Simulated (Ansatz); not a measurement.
# One elementary step

Start structure (BSiH6OF, singlet), relaxed at PBE0-D4/def2-TZVP:

B1  (-1.449, 0.040, -0.150)
F2  (-1.670, -1.160, -0.784)
H3  (-2.273, 0.345, 0.675)
H4  (-1.028, 0.929, -0.872)
H5  (-0.089, -1.113, 1.182)
O6  (-0.060, -0.254, 0.749)
Si7  (1.357, 0.218, -0.067)
H8  (2.457, -0.412, 0.705)
H9  (1.337, -0.281, -1.455)
H10  (1.417, 1.688, 0.016)
(Å)

The step: SiH₄O ([OH][SiH3]) + BH₂F ([BH2][F]) → BSiH₅O ([BH2][O][SiH3]) + HF; bonds formed: F2–H5; dative contacts that become bonds: B1–O6; bonds broken: B1–F2, H5–O6. Ansatz 0.2.0; basis: def2-TZVPP and def2-QZVPP; cores frozen in the correlated methods. Extrapolation: Hartree–Fock as exp(−7.88 √X), correlation as X^−2.97. Energies below are by CCSD(T) at an estimated basis limit (MP2 extrapolated from triple and quadruple zeta, plus CCSD(T) − MP2 in triple zeta).

Task: What are the electronic barrier and the energy of the step, from the start structure to the end structure? (Judge from chemistry; the value comes from the calculation.)

Result: By the calculation: Barrier 21.14 kcal/mol; step energy 1.85 kcal/mol (uphill); reverse barrier, their difference, 19.30 kcal/mol. Barrier and step energy count from the start structure, the reverse barrier from the end structure.

The saddle point: One imaginary mode of 876i cm⁻¹.
```csv
pair,start (Å),saddle (Å),end (Å)
B1–O6,1.68,1.51,1.36
F2–H5,2.52,1.10,0.94
B1–F2,1.38,1.64,3.51
H5–O6,0.96,1.28,1.73
```

Zero-point energy (harmonic, PBE0-D4): ZPE is 41.20 kcal/mol at the start and 38.64 kcal/mol at the saddle, so the barrier goes from 21.14 to 18.59 kcal/mol.

No T1 diagnostic of these runs exceeds 0.012.

The step is the kind of ligand exchange by which a precursor binds to a hydroxyl group, or is hydrolysed, in atomic layer deposition of oxides.

Labels in which every atom is bracketed show which atoms are joined, not bond orders.

For scale, one of the runs: CCSD(T)/def2-TZVPP, 219 basis functions (an equivalent command: `ansatz run in.yaml --threads 4`). Time: 50 s of wall clock on 4 CPU threads; the host was shared. Peak host memory: 3.4 GiB.
